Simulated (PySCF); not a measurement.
CuF, SMILES [F][Cu], multiplicity 1. Atoms are numbered in the order given.

```xyz
2

Cu     0.0000     0.0000    -0.4179
F      0.0000     0.0000     1.3466
```
Charge 0, spin multiplicity 1.

Geometry: PBE0-D3(BJ)/def2-TZVPD. The spin state was assumed, not searched.

These are PBE0-D3(BJ)/def2-TZVPD run with PySCF values and carry that method's errors.

Frequencies are harmonic and unscaled.

```
mode  ν (cm⁻¹)  IR (km/mol)  moving atoms (share of kinetic energy)
----  --------  -----------  --------------------------------------
1          593         57.0                         F 77 %, Cu 23 %
```
